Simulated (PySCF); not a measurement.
PySCF input for B(NMe2)3 (C6H18BN3), SMILES N(C)(C)B(N(C)C)N(C)C, C-PCM-B3LYP/def2-SVP. Geometry optimised at PBE0-D3(BJ)/def2-SVP. The isomer is the one that the SMILES or the coordinates give; other isomers of the formula were not compared. One conformer was computed; it need not be the lowest.

```python
import numpy as np
from pyscf import gto, scf, dft
from pyscf.solvent import pcm

mol = gto.M(
    atom='''
    B     0.00000000   -0.00000000    0.00000000
    N     1.44069712    0.00000000   -0.00000000
    C     2.22380365   -1.00796445   -0.65923104
    C     2.22380364    1.00796446    0.65923104
    H     2.92764946   -0.55553928   -1.38524284
    H     2.83479151   -1.60824886    0.04505403
    H     1.57140205   -1.69488426   -1.21412219
    H     2.92764946    0.55553928    1.38524285
    H     2.83479151    1.60824887   -0.04505403
    H     1.57140205    1.69488426    1.21412220
    N    -0.72034857    1.24768031    0.00000000
    C    -1.98482465    1.42188822    0.65923103
    C    -0.23897900    2.42985268   -0.65923103
    H    -1.94493586    2.25764917    1.38524285
    H    -2.81018012    1.65087702   -0.04505403
    H    -2.25351385    0.51343197    1.21412220
    H    -0.98271360    2.81318845   -1.38524285
    H    -0.02461139    3.25912589    0.04505402
    H     0.68211179    2.20831622   -1.21412220
    N    -0.72034856   -1.24768031   -0.00000000
    C    -0.23897900   -2.42985268    0.65923104
    C    -1.98482464   -1.42188823   -0.65923104
    H    -0.98271360   -2.81318845    1.38524285
    H    -0.02461137   -3.25912589   -0.04505402
    H     0.68211180   -2.20831623    1.21412220
    H    -1.94493586   -2.25764917   -1.38524284
    H    -2.81018012   -1.65087703    0.04505402
    H    -2.25351385   -0.51343198   -1.21412220
    ''',
    basis='def2-SVP',
    charge=0,
    spin=0,
    max_memory=1600,
    verbose=3,
)
mf = dft.RKS(mol, xc='b3lyp').density_fit(auxbasis='def2-universal-jkfit')
mf.grids.level = 3
mf.conv_tol = 1e-9
mf.max_cycle = 100
mf.kernel()
res = {}
for name, eps in {'water': 78.355, 'toluene': 2.3741, 'acetonitrile': 35.688}.items():
    s = mf.PCM()
    s.with_solvent.method, s.with_solvent.eps, s.with_solvent.lebedev_order = 'C-PCM', eps, 17
    s.kernel(mf.make_rdm1())
    res[name] = (s.e_tot, eps, s.dip_moment(), s.mo_energy, s.converged)
    print(f'{name}: electrostatic solvation free energy {(s.e_tot - mf.e_tot) * 627.509474:.3f} kcal/mol')
```

Program output:

```
converged SCF energy = -428.351506621581

WARN: PCM is an experimental feature. It is still in testing.
Features and APIs may be changed in the future.

converged SCF energy = -428.352775744236
Dipole moment(X, Y, Z, Debye): -0.00098, -0.00000, -0.00000
water: electrostatic solvation free energy -0.796 kcal/mol

WARN: PCM is an experimental feature. It is still in testing.
Features and APIs may be changed in the future.

converged SCF energy = -428.352229330749
Dipole moment(X, Y, Z, Debye): -0.00042, -0.00000, -0.00000
toluene: electrostatic solvation free energy -0.454 kcal/mol

WARN: PCM is an experimental feature. It is still in testing.
Features and APIs may be changed in the future.

converged SCF energy = -428.352754695765
Dipole moment(X, Y, Z, Debye): -0.00095, -0.00000, -0.00000
acetonitrile: electrostatic solvation free energy -0.783 kcal/mol
```

The calculation finished and met its thresholds.
